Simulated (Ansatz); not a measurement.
A single point on `O[Si](O)(F)N[SiH2]F`.

```yaml
crystal:
  periodic: [false, false, false]
  atoms:
    - {symbol: O, position_ang: [-0.602759, 2.133653, -0.954934]}
    - {symbol: Si, position_ang: [0.329485, 1.017355, -0.241548]}
    - {symbol: O, position_ang: [1.180597, 1.799431, 0.905665]}
    - {symbol: F, position_ang: [1.342889, 0.346298, -1.268105]}
    - {symbol: N, position_ang: [-0.636172, -0.270630, 0.313621]}
    - {symbol: Si, position_ang: [-0.517060, -1.949759, -0.002796]}
    - {symbol: F, position_ang: [0.582464, -2.642367, 0.933503]}
    - {symbol: H, position_ang: [-0.263872, 3.029314, -0.994314]}
    - {symbol: H, position_ang: [1.843634, 1.306515, 1.391241]}
    - {symbol: H, position_ang: [-1.352738, -0.009679, 0.977303]}
    - {symbol: H, position_ang: [-1.815397, -2.574209, 0.335155]}
    - {symbol: H, position_ang: [-0.091059, -2.185921, -1.394793]}
basis:
  gaussian: {orbitals: def2-QZVPP}
correlation: {method: mp2}
```

```sh
$ ansatz run in.yaml --threads 2 --pin off --events-out ev --progress --plain --max-ram 32768MiB --backend cuda --devices 0, --max-vram 18GiB
```

Output, abridged:

```
Functional definition: HF
3494 factors; integrals over basis functions are off by at most 8.1e-4 eV
mean field evaluation 1: about -26780.3757 eV, gradient 6.4e1 eV
mean field evaluation 2: about -26780.5441 eV, gradient 6.4e1 eV
mean field evaluation 4: about -26787.3711 eV, gradient 3.7e0 eV
mean field evaluation 8: about -26787.4280 eV, gradient 3.0e-1 eV
mean field -26787.42819895 eV, -984.4198291405 hartree, gradient 2.7e-6 eV, S^2 0.000000; 0 other end points of the search recorded, 0 dependent functions left out
15 core orbitals not correlated: weight in the atoms' cores, before any rotation towards them, 1.000 or more for the frozen orbitals, at most 0.000 for the correlated occupied ones
reference -26787.42819895 eV, -984.4198291405 hartree; 22, 22 occupied and 538, 538 virtual orbitals, 3494 factors
second order -41.89813785 eV of doubles, -0.00000000 eV of singles
Total energy: -26829.32633681 eV, -985.9595573071 hartree
```

Hardware: 2 threads of an AMD EPYC 7R13 on a shared host and a share of an NVIDIA H100 80 GB. Wall time 13 s, peak host memory 1.1 GiB.
